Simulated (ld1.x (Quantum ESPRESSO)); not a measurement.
nickel PAW: all-electron and pseudo phase curves

- Element: Ni
- Generator: ld1.x (Quantum ESPRESSO) 7.5
- Type: PAW
- Functional: PBE
- Relativity: scalar-relativistic
- Frozen core: [Ne] 3s2
- Valence charge: 16
- Reference configuration: 3p6 3d8 4s1 4p0 (charge +1)
- Partial waves: 4s (bound): rcut 1.50, rcutus 1.90 bohr; 4s channel at -0.6 Ry: rcut 1.50, rcutus 1.90 bohr; 3p (bound): rcut 1.15, rcutus 1.25 bohr; 4p (bound, empty): rcut 1.15, rcutus 1.25 bohr; 3d (bound): rcut 1.25, rcutus 1.50 bohr; 3d channel at 1.75 Ry: rcut 1.25, rcutus 1.50 bohr
- Local potential: all-electron potential smoothed inside 1.70 bohr (lloc = -1)
- Core correction: Bessel-smoothed model core inside 0.95 bohr
- Augmentation charge: PSQ, inside the norm-conserving radii

The phase is arctan(r·u′/u) with u = r·R(r), unwrapped; energies in Ry, scanned from -8 to 5 Ry. A pole is an energy at which the radial function vanishes at the test radius. The pseudo phase is shifted by a multiple of π to meet the all-electron one at the reference energy, and phase errors are pseudo minus all-electron; the curves can meet again beyond the range given. Levels narrower than the energy grid can be missing from the lists of poles. n/a: not evaluated, since a narrow level or a reset projector energy made the automatic matching unsafe.

```json
{"channel": "s", "radius (bohr)": "2.06", "reference energy (Ry)": "-0.97", "poles, all-electron": "2.89", "poles, pseudo": "3.03", "unbroken range about the reference energy with phases within 0.05 rad": "n/a", "phase error 1 Ry above the reference energy (rad)": "n/a"}
{"channel": "p", "radius (bohr)": "2.06", "reference energy (Ry)": "-0.56", "poles, all-electron": "-5.86, 4.25", "poles, pseudo": "-5.86, 4.26", "unbroken range about the reference energy with phases within 0.05 rad": "the whole range", "phase error 1 Ry above the reference energy (rad)": "+0.000"}
{"channel": "d", "radius (bohr)": "2.06", "reference energy (Ry)": "-1.32", "poles, all-electron": "-1.05", "poles, pseudo": "-1.05", "unbroken range about the reference energy with phases within 0.05 rad": "the whole range", "phase error 1 Ry above the reference energy (rad)": "+0.000"}
```

Phases in the p channel:

```json
{"E (Ry)": "-8.00", "all-electron": "1.377", "pseudo": "1.377"}
{"E (Ry)": "-7.52", "all-electron": "1.367", "pseudo": "1.367"}
{"E (Ry)": "-7.04", "all-electron": "1.353", "pseudo": "1.353"}
{"E (Ry)": "-6.56", "all-electron": "1.327", "pseudo": "1.327"}
{"E (Ry)": "-6.08", "all-electron": "1.158", "pseudo": "1.157"}
{"E (Ry)": "-5.60", "all-electron": "-1.734", "pseudo": "-1.734"}
{"E (Ry)": "-5.12", "all-electron": "-1.782", "pseudo": "-1.781"}
{"E (Ry)": "-4.64", "all-electron": "-1.806", "pseudo": "-1.806"}
{"E (Ry)": "-4.16", "all-electron": "-1.828", "pseudo": "-1.828"}
{"E (Ry)": "-3.68", "all-electron": "-1.852", "pseudo": "-1.852"}
{"E (Ry)": "-3.20", "all-electron": "-1.880", "pseudo": "-1.880"}
{"E (Ry)": "-2.72", "all-electron": "-1.916", "pseudo": "-1.916"}
{"E (Ry)": "-2.24", "all-electron": "-1.963", "pseudo": "-1.963"}
{"E (Ry)": "-1.76", "all-electron": "-2.029", "pseudo": "-2.029"}
{"E (Ry)": "-1.28", "all-electron": "-2.130", "pseudo": "-2.130"}
{"E (Ry)": "-0.80", "all-electron": "-2.298", "pseudo": "-2.298"}
{"E (Ry)": "-0.32", "all-electron": "-2.611", "pseudo": "-2.611"}
{"E (Ry)": "0.16", "all-electron": "-3.175", "pseudo": "-3.175"}
{"E (Ry)": "0.64", "all-electron": "-3.799", "pseudo": "-3.798"}
{"E (Ry)": "1.12", "all-electron": "-4.175", "pseudo": "-4.175"}
{"E (Ry)": "1.60", "all-electron": "-4.374", "pseudo": "-4.374"}
{"E (Ry)": "2.08", "all-electron": "-4.490", "pseudo": "-4.490"}
{"E (Ry)": "2.56", "all-electron": "-4.566", "pseudo": "-4.566"}
{"E (Ry)": "3.04", "all-electron": "-4.621", "pseudo": "-4.620"}
{"E (Ry)": "3.52", "all-electron": "-4.662", "pseudo": "-4.662"}
{"E (Ry)": "4.00", "all-electron": "-4.696", "pseudo": "-4.696"}
{"E (Ry)": "4.48", "all-electron": "-4.726", "pseudo": "-4.725"}
{"E (Ry)": "4.96", "all-electron": "-4.752", "pseudo": "-4.752"}
```
